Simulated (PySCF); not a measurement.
# Worked example: oscillator strength and radiative lifetime

Al(Cl)(SeH)2 (AlClH₂Se₂), SMILES [Cl][Al]([SeH])[SeH].

Coordinates come from a B3LYP-D3(BJ)/def2-SVP optimisation. The structure was generated by enumeration; whether it is a known compound was not checked. One conformer was computed; it need not be the lowest.

TDA-PBE/def2-SVPD (PySCF) puts the first singlet state with f over 0.02 at 4.90 eV (vertical), with the transition dipole (-0.636, 0.000, 0.000) in atomic units.

Question: Find the oscillator strength, the wavelength and the radiative lifetime that this transition would have in vacuum if emission retraced absorption.

Answer: 
|μ|² = 0.4045 au, so |μ| = 1.62 D. ΔE = 4.90/27.211 = 0.1801 hartree. f = (2/3) ΔE |μ|² = 0.049 (the program prints 0.049).
λ = 1239.84/4.90 = 253 nm; ν = 39521 cm⁻¹.
Einstein's coefficient A = 0.6670 ν² f s⁻¹ (ν in cm⁻¹) = 5.1e7 s⁻¹, so τ = 1/A = 20 ns. This state is S3; the lower singlets have f = 0.000, 0.000. The figure is the radiative limit of this one transition; relaxation, internal conversion, crossing to triplets and a medium change what is measured.
